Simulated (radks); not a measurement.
Values are calculated unless marked as measured or tabulated.
Q: The rhodium ion Rh4+, 41 electrons, occupied as [Kr] 4d5. Code: a radial shooting solver on a logarithmic mesh with Libxc functionals. Model: Dirac Kohn-Sham, PBE, spin-unpolarised, spherical densities, finite nucleus; open shells fill j = l - 1/2 first; Fermi nuclear charge, rms radius 4.4945 fm. Some entries of the table are withheld. Estimate them.

| orbital | occ. | eigenvalue (hartree) | <1/r> (bohr^-1) | <r^2> (bohr^2) |
|---|---|---|---|---|
| 1s1/2 | 2 | -848.1611 | 47.05 | 0.001438 |
| 2s1/2 | 2 | -124.6536 | 10.79 | 0.02368 |
| 2p1/2 | 2 | -115.5616 | 10.77 | 0.01777 |
| 2p3/2 | 4 | -110.2473 | 10.17 | 0.01911 |
| 3s1/2 | 2 | (1) | 3.744 | 0.1745 |
| 3p1/2 | 2 | (2) | 3.648 | 0.1706 |
| 3p3/2 | 4 | (3) | 3.504 | 0.1801 |
| 3d3/2 | 4 | (4) | 3.332 | 0.1620 |
| 3d5/2 | 6 | (5) | 3.294 | 0.1650 |
| 4s1/2 | 2 | -4.95599 | 1.427 | (6) |
| 4p1/2 | 2 | -3.85619 | 1.315 | 1.218 |
| 4p3/2 | 4 | -3.70518 | 1.273 | 1.282 |
| 4d3/2 | 4 | -2.01409 | 1.013 | 1.979 |
| 4d5/2 | 1 | -1.99436 | 1.003 | 2.011 |

A: 
(1) 3s1/2 eigenvalue (hartree): -23.90949
(2) 3p1/2 eigenvalue (hartree): -20.35160
(3) 3p3/2 eigenvalue (hartree): -19.43666
(4) 3d3/2 eigenvalue (hartree): -13.14048
(5) 3d5/2 eigenvalue (hartree): -12.95994
(6) 4s1/2 <r^2> (bohr^2): 1.056
